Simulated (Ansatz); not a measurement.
## Two structures, one formula

Two relaxed structures of BHSeSO, closed shell (PBE0-D4/def2-TZVP; forces vanish, vibrations not checked).

A:

S1  (-0.829, -1.759, 1.658)
B2  (-0.189, -1.000, 0.381)
O3  (0.310, -0.429, -0.693)
Se4  (0.999, 1.262, -0.545)
H5  (-0.291, 1.926, -0.801)
(Å)

B:

```xyz
5
angstrom
S -0.9208 -1.3280 1.9941
B -0.1038 -0.6736 0.5667
O 0.4152 -1.0447 -0.5924
Se 0.5893 0.8893 -0.3191
H -0.9048 -2.6001 1.5525
```

Computed with Ansatz 0.2.0 (basis: def2-TZVPP); correlated methods freeze the cores. Filled d shells of the heavier atoms are correlated. The def2 sets are not built for correlating such inner shells, so the correlated values are less sure here. B3LYP uses VWN-RPA correlation.

**Question.** Which structure is lower at CCSD(T), and by how much? (Judge from chemistry; the value comes from the calculation.)

**Answer.** By the calculation: A, by 0.28 kcal/mol (electronic energy, against the other); a gap this small isn't resolved in one triple-zeta basis. By their contacts, A is BHSeSO ([S][B][O][SeH]) and B is BHSeSO ([SH][B]1[O][Se]1).

**Question.** Do the other methods give the same order? (A judgement: the text doesn't fix the answer.)

**Answer.** The calculation gives: Not all: PBE-D4, r2SCAN-D4, PBE0-D4, MP2 give the other order.

| method | E(B) − E(A) (kcal/mol) |
| --- | --- |
| PBE-D4 | -2.81 |
| r2SCAN-D4 | -0.98 |
| PBE0-D4 | -1.09 |
| B3LYP-D4 | 2.26 |
| wB97M-V | 1.30 |
| HF | 10.06 |
| MP2 | -1.04 |
| CCSD | 1.77 |
| CCSD(T) | 0.28 |

The T1 diagnostic stays at or below 0.015.

Labels in which every atom is bracketed show which atoms are joined, not bond orders.

For scale, one of the runs: CCSD(T)/def2-TZVPP, 166 basis functions, launched by `ansatz run in.yaml --threads 2 --pin off --events-out ev --progress --plain --max-ram 4352MiB`. The run took 55 s on 2 CPU threads of an Arm Neoverse V2 (shared host), with 1.3 GiB of host memory at its peak.
